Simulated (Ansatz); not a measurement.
`[Cl][GeH]([Cl])[GeH3]` + CH₃SH → `C[S][GeH3]` + `[Cl][GeH2][Cl]` at 500 K and 1 bar (cleavage of the Ge–Ge bond).

Gas-phase electronic energies from Ansatz, PBE0-D4/def2-TZVP geometries. CBS: MP2 limit from def2 TZ/QZ plus the TZ coupled-cluster correction, frozen cores. This one scheme is used for every species. For Ge outer-core shells are correlated without core-valence functions, which leaves a few kJ/mol of doubt a bond. Scalar relativity is left out up to krypton.

| species | CCSD(T)/CBS energy (Eh) | H − E (kJ/mol) | S (J/(mol·K)) |
| --- | --- | --- | --- |
| `[Cl][GeH]([Cl])[GeH3]` | -5074.27121 | 137.7 | 446.7 |
| CH₃SH | -438.22835 | 145.1 | 283.7 |
| `C[S][GeH3]` | -2515.55711 | 202.3 | 377.6 |
| `[Cl][GeH2][Cl]` | -2996.94498 | 78.7 | 339.3 |

H − E and S are ideal-gas, rigid-rotor, harmonic terms from PBE0-D4/def2-TZVP. 1 Eh = 2625.50 kJ/mol, R = 8.31446 J/(mol·K).

**Question.** By hand: ΔE, ΔH, ΔS and ΔG.

**Answer.** ΔE = (-2515.55711) + (-2996.94498) − (-5074.27121) − (-438.22835) = -0.00253 Eh = -6.6 kJ/mol. Δ(H − E) = 202.3 + 78.7 − 137.7 − 145.1 = -1.8, so ΔH = -8.4 kJ/mol. ΔS = 377.6 + 339.3 − 446.7 − 283.7 = -13.5 J/(mol·K). ΔG = -8.4 − 500 × (-13.5)/1000 = -1.7 kJ/mol.

**Question.** By hand: the equilibrium constant, and the temperature at which ΔG would vanish if ΔH and ΔS stayed fixed.

**Answer.** log₁₀ K = −ΔG/(RT ln 10) = 0.2. ΔG = 0 at ΔH/ΔS = 622 K, though so small a ΔH makes that figure unsure.

TΔS isn't small against ΔH here. The sign of ΔG lies within the doubt. A doubt of 5 kJ/mol in ΔE shifts log₁₀ K by 0.5 here. These are equilibria of isolated gas molecules and say nothing of rates. Largest T1 diagnostic: 0.011 (customary marks: 0.02 for closed shells, 0.045 for open ones).
